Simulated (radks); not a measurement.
Values are calculated unless marked as measured or tabulated.
Orbital eigenvalues (eV) of neutral iodine, [Kr] 4d10 5s2 5p5, at several levels of relativity; Dirac values are averaged over j with weights 2j + 1. Spin-unpolarised spherical Kohn-Sham, PBEsol, point nucleus unless stated (finite: rms radius 4.75 fm), a radial shooting solver on a logarithmic mesh with Libxc functionals. A level marked "c x" has the speed of light scaled by that factor and shares open shells by 2j + 1; other Dirac levels either fill j = l - 1/2 first or share by 2j + 1.

| shell | non-rel. | scalar-rel., finite nucleus | Dirac, low j first | Dirac, c x 1.5 | change of magnitude, last against first (%) |
|---|---|---|---|---|---|
| 1s | -31632 | -32966 | -32944 | -32190 | +1.76 |
| 2s | -4766.0 | -5093.7 | -5088.4 | -4902.3 | +2.86 |
| 2p | -4479.4 | -4572.8 | -4575.7 | -4520.5 | +0.92 |
| 3s | -959.58 | -1027.8 | -1026.7 | -987.97 | +2.96 |
| 3p | -839.01 | -859.00 | -859.55 | -847.84 | +1.05 |
| 3d | -614.72 | -605.91 | -605.04 | -610.58 | -0.67 |
| 4s | -166.63 | -180.32 | -180.05 | -172.32 | +3.41 |
| 4p | -124.47 | -127.38 | -127.47 | -125.78 | +1.05 |
| 4d | -52.613 | -50.211 | -50.047 | -51.536 | -2.05 |
| 5s | -16.046 | -17.447 | -17.366 | -16.619 | +3.57 |
| 5p | -7.1549 | -7.0979 | -7.0755 | -7.1353 | -0.27 |
